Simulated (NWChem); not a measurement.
Program: NWChem. System: C₄H₈O, charge 1, spin multiplicity 2, at the geometry of a parent with another charge or spin, in a state set for the comparison that need not be this species' ground state. Its SCF solution wasn't tested for a lower state. Level: UHF/def2-SVP.

Input file:

```
start mol
memory heap 200 mb stack 900 mb global 1100 mb
charge 1
geometry units angstroms nocenter noautoz noautosym
  C      1.837992     0.519914    -0.266577
  C      0.848650    -0.285822     0.591225
  C     -0.547684    -0.281433    -0.024706
  C     -1.492193     0.820684     0.420353
  O     -0.872763    -1.110139    -0.845836
  H      2.845608     0.500239     0.176496
  H      1.534981     1.575789    -0.358346
  H      1.902980     0.097250    -1.281074
  H      1.177332    -1.335174     0.647118
  H      0.817554     0.123947     1.614803
  H     -0.998989     1.806125     0.389738
  H     -1.788930     0.646844     1.469259
  H     -2.389022     0.826035    -0.213077
end
basis spherical
  * library def2-svp
end
scf
  uhf
  nopen 1
  maxiter 100
  thresh 1e-7
  semidirect memsize 60000000 filesize 0
  # guess.movecs holds the orbitals of an unrestricted PBE0 run
  vectors input guess.movecs output mol.movecs
end
task scf energy
```

NWChem printed:

```
             Northwest Computational Chemistry Package (NWChem) 7.3.0
             --------------------------------------------------------

                                NWChem Input Module
                                -------------------

 Scaling coordinates for geometry "geometry" by  1.889725989
 (inverse scale =  0.529177249)

                             Geometry "geometry" -> ""
                             -------------------------

 Output coordinates in angstroms (scale by  1.889725989 to convert to a.u.)

  No.       Tag          Charge          X              Y              Z
 ---- ---------------- ---------- -------------- -------------- --------------
    1 C                    6.0000     1.83799200     0.51991400    -0.26657700
    2 C                    6.0000     0.84865000    -0.28582200     0.59122500
    3 C                    6.0000    -0.54768400    -0.28143300    -0.02470600
    4 C                    6.0000    -1.49219300     0.82068400     0.42035300
    5 O                    8.0000    -0.87276300    -1.11013900    -0.84583600
    6 H                    1.0000     2.84560800     0.50023900     0.17649600
    7 H                    1.0000     1.53498100     1.57578900    -0.35834600
    8 H                    1.0000     1.90298000     0.09725000    -1.28107400
    9 H                    1.0000     1.17733200    -1.33517400     0.64711800
   10 H                    1.0000     0.81755400     0.12394700     1.61480300
   11 H                    1.0000    -0.99898900     1.80612500     0.38973800
   12 H                    1.0000    -1.78893000     0.64684400     1.46925900
   13 H                    1.0000    -2.38902200     0.82603500    -0.21307700

 Effective nuclear repulsion energy (a.u.)     175.4763413198

            Nuclear Dipole moment (a.u.)
            ----------------------------
        X                 Y               Z
 ---------------- ---------------- ----------------
     0.0000000000     0.0000018897    -0.0000018897


 Summary of "ao basis" -> "" (spherical)
 ------------------------------------------------------------------------------
       Tag                 Description            Shells   Functions and Types
 ---------------- ------------------------------  ------  ---------------------
 *                          def2-svp                  on all atoms

 Summary of "ao basis" -> "ao basis" (spherical)
 ------------------------------------------------------------------------------
       Tag                 Description            Shells   Functions and Types
 ---------------- ------------------------------  ------  ---------------------
 C                          def2-svp                 6       14   3s2p1d
 O                          def2-svp                 6       14   3s2p1d
 H                          def2-svp                 3        5   2s1p

                                 NWChem SCF Module
                                 -----------------

  ao basis        = "ao basis"
  functions       =   110
  atoms           =    13
  alpha electrons =    20
  beta  electrons =    19
  charge          =   1.00
  wavefunction    = UHF
  use symmetry    = F
  symmetry adapt  = F

 Summary of "ao basis" -> "ao basis" (spherical)
 ------------------------------------------------------------------------------
       Tag                 Description            Shells   Functions and Types
 ---------------- ------------------------------  ------  ---------------------
 C                          def2-svp                 6       14   3s2p1d
[...]
   Bfn.  Coefficient  Atom+Function         Bfn.  Coefficient  Atom+Function
  ----- ------------  ---------------      ----- ------------  ---------------
    45     -0.554119   4 C  s                17      0.520155   2 C  s
    63     -0.440493   5 O  px               60     -0.437316   5 O  px
    35     -0.277523   3 C  px               21     -0.246069   2 C  px
    61      0.214853   5 O  py               64      0.209180   5 O  py
    18     -0.174670   2 C  px               50      0.171496   4 C  py

 Vector   21  Occ=0.000000D+00  E=-1.272852D-01
              MO Center= -5.0D-01, -2.8D-01, -3.2D-02, r^2= 2.3D+00
   Bfn.  Coefficient  Atom+Function         Bfn.  Coefficient  Atom+Function
  ----- ------------  ---------------      ----- ------------  ---------------
    37      0.467273   3 C  pz               34      0.380812   3 C  pz
    36     -0.363374   3 C  py                3      0.339864   1 C  s
    33     -0.304543   3 C  py               65     -0.301684   5 O  pz
    35     -0.266593   3 C  px               62     -0.241129   5 O  pz
    64      0.235901   5 O  py              102     -0.229579  12 H  s

 Vector   22  Occ=0.000000D+00  E=-9.060730D-03
              MO Center= -2.9D-01,  8.6D-01,  7.6D-01, r^2= 6.8D+00
   Bfn.  Coefficient  Atom+Function         Bfn.  Coefficient  Atom+Function
  ----- ------------  ---------------      ----- ------------  ---------------
    45      2.053693   4 C  s                17      1.486516   2 C  s
    97     -1.021335  11 H  s               102     -0.913144  12 H  s
    92     -0.873154  10 H  s                31     -0.862379   3 C  s
     3      0.645561   1 C  s               107     -0.644071  13 H  s
    77     -0.571625   7 H  s                87     -0.524121   9 H  s

 center of mass
 --------------
 x =  -0.08058500 y =  -0.11020416 z =  -0.06350397

 moments of inertia (a.u.)
 ------------------
         240.952709610588         -30.825332388071          -5.520971241419
         -30.825332388071         512.690387695615         -55.798698460452
          -5.520971241419         -55.798698460452         569.545445138390

  Mulliken analysis of the total density
  --------------------------------------

    Atom       Charge   Shell Charges
 -----------   ------   -------------------------------------------------------
    1 C    6     6.09   1.99  0.85  0.27  2.03  0.91  0.04
    2 C    6     6.13   1.99  0.88  0.28  2.05  0.89  0.04
    3 C    6     5.83   1.99  0.99  0.23  1.88  0.64  0.10
    4 C    6     6.05   1.99  0.86  0.24  2.06  0.88  0.03
    5 O    8     7.91   1.99  1.15  0.69  2.70  1.36  0.02
    6 H    1     0.87   0.73  0.12  0.03
    7 H    1     0.92   0.74  0.15  0.03
    8 H    1     0.91   0.74  0.14  0.03
    9 H    1     0.86   0.73  0.10  0.03
   10 H    1     0.87   0.73  0.11  0.03
   11 H    1     0.85   0.72  0.11  0.03
   12 H    1     0.84   0.71  0.10  0.03
   13 H    1     0.86   0.73  0.11  0.03

  Mulliken analysis of the alpha density
  --------------------------------------

    Atom       Charge   Shell Charges
 -----------   ------   -------------------------------------------------------
    1 C    6     3.04   0.99  0.43  0.13  1.01  0.45  0.02
    2 C    6     3.13   0.99  0.45  0.14  1.07  0.46  0.02
    3 C    6     2.79   1.00  0.48  0.10  0.89  0.27  0.06
    4 C    6     3.09   0.99  0.44  0.12  1.07  0.45  0.02
    5 O    8     4.47   1.00  0.60  0.34  1.71  0.81  0.01
    6 H    1     0.44   0.37  0.06  0.01
    7 H    1     0.46   0.37  0.07  0.01
    8 H    1     0.45   0.37  0.07  0.01
    9 H    1     0.43   0.36  0.05  0.01
   10 H    1     0.43   0.37  0.05  0.01
   11 H    1     0.42   0.36  0.05  0.01
   12 H    1     0.42   0.35  0.05  0.01
   13 H    1     0.43   0.36  0.05  0.01

   Mulliken analysis of the beta density
   -------------------------------------

    Atom       Charge   Shell Charges
 -----------   ------   -------------------------------------------------------
    1 C    6     3.05   0.99  0.43  0.13  1.02  0.46  0.02
    2 C    6     3.00   0.99  0.43  0.14  0.99  0.43  0.02
    3 C    6     3.04   1.00  0.51  0.12  1.00  0.37  0.04
    4 C    6     2.96   0.99  0.42  0.12  0.99  0.42  0.02
    5 O    8     3.45   1.00  0.55  0.35  0.99  0.55  0.01
    6 H    1     0.43   0.36  0.06  0.01
    7 H    1     0.46   0.37  0.07  0.01
    8 H    1     0.45   0.37  0.07  0.01
    9 H    1     0.44   0.37  0.05  0.01
   10 H    1     0.43   0.37  0.05  0.01
   11 H    1     0.43   0.36  0.05  0.01
   12 H    1     0.42   0.36  0.05  0.01
   13 H    1     0.43   0.37  0.05  0.01

   Mulliken analysis of the spin density
   -------------------------------------

    Atom       Charge   Shell Charges
 -----------   ------   -------------------------------------------------------
    1 C    6    -0.01  -0.00 -0.00 -0.00 -0.01 -0.00  0.00
    2 C    6     0.12   0.00  0.02 -0.00  0.08  0.03  0.00
    3 C    6    -0.25  -0.00 -0.03 -0.02 -0.11 -0.10  0.02
    4 C    6     0.12   0.00  0.02 -0.00  0.08  0.03 -0.00
    5 O    8     1.02  -0.00  0.05 -0.01  0.72  0.27 -0.00
    6 H    1     0.00   0.00  0.00 -0.00
    7 H    1     0.00   0.00  0.00 -0.00
    8 H    1     0.00   0.00  0.00 -0.00
    9 H    1    -0.01  -0.01 -0.00  0.00
   10 H    1     0.00   0.00  0.00  0.00
   11 H    1    -0.00  -0.00 -0.00  0.00
   12 H    1    -0.01  -0.00 -0.00  0.00
   13 H    1    -0.01  -0.01 -0.00  0.00

       Multipole analysis of the density wrt the origin
       ------------------------------------------------

     L   x y z        total         alpha         beta         nuclear
     -   - - -        -----         -----         ----         -------
     0   0 0 0      1.000000    -20.000000    -19.000000     40.000000

     1   1 0 0     -0.437042      0.543897     -0.980939      0.000000
     1   0 1 0      0.287265      1.059346     -0.772083      0.000002
     1   0 0 1      0.508569      0.925796     -0.417225     -0.000002

     2   2 0 0    -14.582966   -137.581876   -133.685629    256.684539
     2   1 1 0     -1.272609     -7.718872     -5.082175     11.528439
     2   1 0 1     -0.477395     -0.406193      2.136565     -2.207767
     2   0 2 0    -19.435401    -57.367210    -52.742323     90.674132
     2   0 1 1      0.380948    -15.726716    -12.430504     28.538168
     2   0 0 2    -20.023946    -40.854126    -38.071296     58.901476

 Task  times  cpu:       12.4s     wall:       12.4s

 Total times  cpu:       12.4s     wall:       12.4s
```
